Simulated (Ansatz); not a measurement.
System: CaCl, charge 0, multiplicity 2. 
Geometry from a B3LYP-D3(BJ)/def2-TZVP (Ansatz, a program for electronic structure) optimisation:
SMILES: [Cl][Ca]
```xyz
2

Ca     0.0000     0.0000    -1.1231
Cl     0.0000     0.0000     1.3213
```
Charge 0, spin multiplicity 2.

Basis-set convergence of Hartree-Fock and CCSD correlation energies (hartree) with Ansatz. Correlated levels leave the core frozen unless marked. UHF or UKS for open shells. Spin-orbit coupling is left out. Frozen are the shells of the preceding noble gas and the d and f shells that filled before the atom's block. The outer core of K, Ca and their heavier congeners is not correlated, a term that matters for these elements. Non-relativistic.

| basis | functions | E(HF) | E(corr, CCSD) |
|---|---|---|---|
| def2-SVPD | 54 | -1136.12509 | -0.16905 |
| def2-TZVPPD | 87 | -1136.35649 | -0.22148 |
| def2-QZVPPD | 149 | -1136.38337 | -0.24202 |

Extrapolating the two largest sets (X = 3 and 4) as X^-3: E(corr) = (64·(-0.24202) - 27·(-0.22148))/37 = -0.2570 Eh, an estimate of the basis-set limit. The largest set recovers 94.2 % of it, the smallest 65.8 %.
